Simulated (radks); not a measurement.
Results of a calculation; reference values are marked as such.
Numerical settings for the lanthanum ion La+, [Xe] 5d2. Level of theory: Dirac Kohn-Sham, BLYP, spin-unpolarised, spherical densities, point nucleus; open shells are shared between the two j in proportion to 2j + 1 (a radial shooting solver on a logarithmic mesh with Libxc functionals). The defaults (mesh step 0.008 in ln r, mesh end at 40 bohr or more with all orbitals vanishing there, Anderson mixing 0.5 over 9 steps, residual threshold near 1e-9 with the energy settled to 1e-9 hartree or 1e-11 of itself, here a cap of 97 iterations) give E = -8498.0188 hartree and 5d5/2 at -7.027 eV in 13 iterations. Run on one thread of a shared host, so times are rough (Arm Neoverse V1): 0.15 s of CPU time, 0.15 s wall, 13 iterations on 2602 mesh points. Changes against that run (0 stands for a change within the tolerance of the run):

setting,iterations,converged,E (mhartree),e(5d5/2) (meV),CPU (s)
mesh step in ln r 0.12,2,no,diverged,-,0.03
mesh step in ln r 0.08,2,no,diverged,-,0.05
mesh step in ln r 0.012,13,yes,0,0,0.11
mesh end (bohr) 1,13,level above zero,+3.38e+05,+9.61e+05,0.23
mesh end (bohr) 8,13,yes,+3.28,+188,0.14
residual threshold 1e-05,9,yes,0,+0.315,0.12
residual threshold 1e-16,97,no,0,0,0.5
mixing 0.2,16,yes,0,0,0.18
"linear mixing, mixing 0.2",88,yes,0,0,0.68
"linear mixing, mixing 0.8",37,yes,0,0,0.34
mixing history 2,17,yes,0,0,0.17
iteration cap 3,3,no,+1.31,-259,0.05

Settled on a wrong energy, with an occupied level pushed above zero by the early mesh end: mesh end (bohr) 1 (+338 hartree). Apart from these: settings that end as converged yet miss the energy by more than 1 mhartree: mesh end (bohr) 8 (+0.00328 hartree). A mesh that ends early acts as a hard wall.
